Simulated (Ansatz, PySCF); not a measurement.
Pair of molecules: aminoborane (SMILES BN) (first 6 atoms) with H2O (SMILES O); geometry from B3LYP-D3(BJ)/def2-TZVP.
(charge 0, multiplicity 1):
```xyz
9

B      0.562    -0.493    -0.149
N     -0.512     0.258     0.297
H      0.744    -0.638    -1.320
H      1.295    -0.986     0.658
H     -0.698     0.405     1.281
H     -1.166     0.705    -0.324
O     -0.192     0.157     3.314
H      0.760     0.177     3.165
H     -0.390    -0.757     3.549
```

Interaction energies are E(AB) − E(A) − E(B) at the monomers' geometry in the complex; basis-set methods are counterpoise corrected. Rows marked so take none.

Rows in 6-31G* carry no dispersion term and start afresh at each structure (6-31G* with six Cartesian d functions).

Codes used: Ansatz (Gaussian orbitals); PySCF for 6-31G* rows, the dispersion terms. Each number belongs to the level named beside it.

| level | interaction energy (kcal/mol) |
|---|---|
| HF/aug-cc-pVDZ | -1.88 |
| PBE-D4/def2-TZVPPD | -4.34 |
| BP86/6-31G* (no counterpoise) | -6.30 |
| r2SCAN-D3(BJ)/def2-TZVPPD | -4.30 |
| B3LYP/def2-TZVPPD | -2.91 |
| BHLYP/def2-TZVPPD | ___ |
| BHLYP-D4/def2-TZVPPD | -4.04 |
| CAM-B3LYP-D3(BJ)/def2-TZVPPD | ___ |
| wB97M-V/def2-TZVPPD | -3.97 |

Task: Some entries are withheld; supply them.

Result: 
- BHLYP/def2-TZVPPD, interaction energy (kcal/mol): -3.30
- CAM-B3LYP-D3(BJ)/def2-TZVPPD, interaction energy (kcal/mol): -4.19

Ansatz is a program for electronic structure.
